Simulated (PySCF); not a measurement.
# Worked example: chemical shift, span and skew from a shielding tensor

GaH₃Se, SMILES [GaH2][SeH]. Atoms are numbered in the order given.

```xyz
5

Ga     0.0022    -1.1760     0.0000
H     -1.3971    -1.8657     0.0000
H      1.3898    -1.8888     0.0000
Se    -0.0436     1.1454     0.0000
H      1.4197     1.2659     0.0000
```

Coordinates come from a PBE0-D3(BJ)/def2-TZVP optimisation.

GIAO shieldings from HF/pcSseg-2 (PySCF), non-relativistic, no solvent. The symmetric part of the tensor of Se4 has the principal values 1749.9, 2249.8, 2261.9 ppm. The same nucleus in Me2Se has σ = 1901.4 ppm at this level (PySCF, at its B3LYP-D3(BJ)/def2-TZVP geometry).

Work out the isotropic shielding, the ⁷⁷Se shift against Me2Se, the span and the skew.


σ(iso) = (σ11 + σ22 + σ33)/3 = 2087.2 ppm. δ = σ(ref) − σ(iso) = 1901.4 − (2087.2) = -185.8 ppm.
Span Ω = σ33 − σ11 = 512.0 ppm. Skew κ = 3(σ(iso) − σ22)/Ω = -0.95. Tumbling in solution averages the tensor to δ; in a static solid the shielding alone would spread this spin-1/2 line over Ω.
